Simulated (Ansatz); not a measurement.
`FCC([SiH3])Cl` → 2 C• + Cl• + F• + 6 H• + Si•  (atomization)

Program: Ansatz. Geometries: PBE0-D4/def2-TZVP. ΔE: electronic, gas phase. CBS: MP2 limit from def2 TZ/QZ plus the TZ coupled-cluster correction, frozen cores. This one scheme is used for every species, atoms too. DFT in def2-TZVPP. B3LYP here is the variant with VWN-RPA as its local correlation; programs differ in this. Open shells (•) are unrestricted, without spin–orbit coupling. Spin–orbit coupling would lower the free atoms: a little for C, Cl, F, Si. Each species was taken in one conformer, which may not be the lowest.

| level | ΔE (eV) | difference from CCSD(T)/CBS |
| --- | --- | --- |
| r2SCAN-D4 | 39.34 | 0.05 |
| B3LYP-D4 | 39.14 | -0.15 |
| ωB97X-V | 39.45 | 0.16 |
| ωB97M-V | 39.40 | 0.11 |
| B2PLYP | 38.72 | -0.57 |
| PBE | 39.61 | 0.32 |
| r2SCAN | 39.28 | -0.01 |
| HF/def2-TZVPP | 28.92 | -10.37 |
| MP2/def2-TZVPP | 38.82 | -0.47 |
| CCSD/def2-TZVPP | 37.72 | -1.57 |
| CCSD(T)/def2-TZVPP | 38.28 | -1.01 |
| HF/def2-QZVPP | 28.97 | -10.32 |
| MP2/def2-QZVPP | 39.41 | 0.12 |
| SCS-MP2/def2-QZVPP | 39.29 | 0.00 |
| MP2/CBS(def2) | 39.83 | 0.54 |
| CCSD/CBS(def2) | 38.73 | -0.56 |
| CCSD(T)/CBS | 39.29 | 0 |

Largest T1 diagnostic among the species: 0.012.

From PBE to PBE0 (25 % exact exchange), in def2-TZVPP and without D4, ΔE moves by −0.54 eV: exact exchange takes away binding that semilocal exchange gives to molecules. The D4 term adds +0.41 eV with B3LYP and +0.21 eV with PBE0; it sums over pairs of atoms, weighted by their polarisabilities, and B3LYP, whose exchange is more repulsive, gets the larger term.

For atomizations the MP2-based limit and the directly extrapolated one differ by several kJ/mol either way, and by 10 to 25 for some Ge, Se and Sn compounds, so smaller differences from it don't rank the levels.
